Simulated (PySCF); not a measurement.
**Electron correlation in Si (silicon, neutral)**

[Ne] 3s2 3p2, high-spin 3P determinant. Computed with PySCF 2.14 in cc-pV(D+d)Z (4s3p2d, 23 functions), with the non-relativistic Hamiltonian (point nucleus). Frozen: [Ne]; 4 electrons correlated.

MP2 pair energies summed by pair of shells (mhartree):

```
 pair  energy  share (%)
3s-3p  -26.75       58.8
3s-3s  -14.13       31.1
3p-3p   -4.60       10.1
```

Total MP2 correlation energy: -45.48 mhartree.

Same-spin part -7.70 and opposite-spin part -37.79 mhartree; SCS-MP2 scales them by 1/3 and 6/5 to -47.91 mhartree.

```csv
level,correlation energy (mhartree)
CCSD,-65.13
(T),-1.07
CCSD(T),-66.20
```

Diagnostics: T1 = 0.010, D1 = 0.0265, largest double amplitude 0.107.

Task: Is a single reference adequate?

Result: Mostly. T1 lies below 0.03, but a double amplitude of this size points to a near-degeneracy that CCSD handles and MP2 describes poorly.
